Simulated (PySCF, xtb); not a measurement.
Si(NHSiH3)(Cl)3 (Cl3H4NSi2), SMILES Cl[Si](Cl)(Cl)N[SiH3].

xtb 6.7.1 with GFN2-xTB at its own geometry gives an orbital gap of 5.56 eV and a dipole moment of 2.60 D.

Coordinates come from a PBE0-D3(BJ)/def2-SVP optimisation. The values are those of a single conformer.

### Question
What does PBE/def2-TZVP in PySCF give? (Estimate from the structure and the level; the computed values follow.)

### Answer
gap 5.65 eV (levels -6.86 and -1.21 eV), dipole 1.97 D.
